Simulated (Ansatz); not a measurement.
CH3BF, SMILES `C[B-]F` (lower singlet) (charge -1, multiplicity 1). This singlet lies 1.11 eV below the relaxed triplet at the level frozen-core CCSD(T)/aug-cc-pVDZ // B3LYP-D3(BJ)/def2-TZVPD (Ansatz, a quantum-chemistry and plane-wave program).

Calculation: BLYP/aug-cc-pVTZ // B3LYP-D3(BJ)/def2-TZVPD run with Ansatz.

Ansatz 0.2 input:
```yaml
crystal:
  periodic: [false, false, false]
  atoms:
    - { symbol: C, position_ang: [-0.467738, 0.08128, -0.034513] }
    - { symbol: B, position_ang: [1.05033, 0.60386, -0.119645] }
    - { symbol: F, position_ang: [1.883431, -0.460439, 0.160995] }
    - { symbol: H, position_ang: [-0.599277, -0.768496, -0.729091] }
    - { symbol: H, position_ang: [-0.653766, -0.299291, 0.986262] }
    - { symbol: H, position_ang: [-1.21298, 0.843086, -0.264008] }
basis:
  gaussian: { orbitals: aug-cc-pVTZ }
hamiltonian:
  xc: blyp
total_charge: -1
```

Output:

```
Functional definition: BLYP
830 factors; their error is unknown
mean field evaluation 1: about -4468.2323 eV, gradient 7.5e1 eV
mean field evaluation 2: about -4418.6125 eV, gradient 1.5e2 eV
mean field evaluation 4: about -4469.7712 eV, gradient 4.0e1 eV
mean field evaluation 8: about -4479.6988 eV, gradient 2.1e-1 eV
mean field evaluation 16: about -4479.6713 eV, gradient 2.8e-3 eV
mean field -4479.67132136 eV, -164.6248846298 hartree, gradient 3.5e-5 eV, S^2 0.000000; 1 other end points of the search recorded, 0 dependent functions left out
reference -4479.67156147 eV, -164.6248934537 hartree; 12, 12 occupied and 195, 195 virtual orbitals, 830 factors
Total energy: -4479.67156147 eV, -164.6248934537 hartree
```
